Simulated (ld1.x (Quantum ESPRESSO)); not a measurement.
The numbers below are computed, except where a source is named.
## Pseudopotentials across the periodic table

Generated with ld1.x 7.5 (TM, RRKJ, ultrasoft, PAW), atompaw 4.2 or ONCVPSP 4.0.1. The cutoff is in Ry: for ld1.x and atompaw files where the sum of valence levels is converged to 10 mRy in a Bessel basis, for ONCV files where the hardest occupied wave has 1 mHa per electron of residual kinetic energy. The error is the largest all-electron minus pseudo excitation energy over each file’s own four to seven test configurations (ionisations up to +4, promotions, holes and added fractions of an electron), all of which were solved. The labels leave out finer settings (local radius, basis sizes, second energies), which also bear on the numbers. Spin-polarised tests are not counted. The rows are a selection from randomly drawn settings: files with unsolved tests, undetermined cutoffs or missed reference levels are left out.

A true bound ghost makes a file unfit for plane-wave use even where its test errors are small: the radial tests pick states by their node count and pass the ghost by.

| element | potential | cutoff (Ry) | largest error (meV) | bound ghosts |
| --- | --- | --- | --- | --- |
| Cr | ultrasoft, PBEsol, scalar-relativistic, rc 2.60/3.00/2.15 (spd), local smoothed, core correction yes, reference 3d4.5 4s0 4p0 | 21 | -42 | none |
| Mo | TM, PBEsol, fully relativistic, rc 2.15/3.20/2.20 (spd), local s, core correction no, reference 4d5 5s1 5p0 | 35 | -267 | none |
| Ta | TM semilocal, PBE, scalar-relativistic, rc 2.95/3.35/1.65 (spd), local d, core correction no, reference 5d3 6s2 6p0 | 25 | +488 | none |
| W | TM, PBE, non-relativistic, rc 2.60/1.30/1.55/2.45 (spdf), local p, core correction no, reference 5p6 5d4.5 6s1.5 6p0 | 100 | -153 | s |
| Re | TM semilocal, PBE, scalar-relativistic, rc 2.35/3.25/2.45 (spd), local s, core correction yes, reference 5d5 6s0 6p0 | 30 | -84 | none |
| Os | PAW, LDA (PZ), scalar-relativistic, rc 1.65/1.65/2.40 (spd), local smoothed, core correction yes, reference 5s2 5p6 5d6 6s2 6p0 | 35 | -64 | none |

(1) Fill in the row for Cr: RRKJ, revPBE, scalar-relativistic, rc 2.65/2.50/1.75 (spd), local s, core correction no, reference 3d4.5 4s0 4p0.

(2) Fill in the row for Pt: TM, PBEsol, scalar-relativistic, rc 1.90/1.25/1.35 (spd), local smoothed, core correction yes, reference 5p6 5d8 6s0 6p0.

## Answers

(1) cutoff 55 Ry, largest error +117 meV, bound ghosts: none.

(2) cutoff 120 Ry, largest error -162 meV, bound ghosts: s.
